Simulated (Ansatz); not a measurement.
Cartesian coordinates in Å:
```
C -1.3941 0.6702 -1.1443
C -0.4247 0.2259 -0.3390
Si 0.1687 -1.5478 -0.5340
N 0.1484 1.0476 0.6336
B 1.1627 0.7084 1.5360
F 1.5838 1.6341 2.3985
H -1.8329 0.0275 -1.8949
H -1.7771 1.6861 -1.0775
H 1.6129 -1.5955 -0.8793
H -0.6300 -2.1377 -1.6364
H -0.0456 -2.3259 0.7134
H -0.2287 1.9870 0.6704
H 1.6565 -0.3799 1.5532
```

Total charge 0; spin multiplicity 1.

(1) List the B3LYP/def2-TZVPP orbital energies in eV (Ansatz 0.2.0). (An estimate is asked.)

Results:

(1) The calculation gave: Occupied: -1799.02, -671.64, -390.34, -278.02, -276.91, -185.00, -143.58, -98.89, -98.88, -98.88, -32.89, -25.44, -20.62, -16.73, -15.82, -14.51, -14.18, -13.18, -12.51, -12.32, -11.58, -10.64, -10.02, -9.55, -9.43, -9.17, -6.81. Lowest empty: -0.70, 0.46, 0.56, 0.74, 1.08, 1.43, 1.51, 1.68.

B3LYP here is the variant with VWN-RPA as its local correlation; programs differ in this.
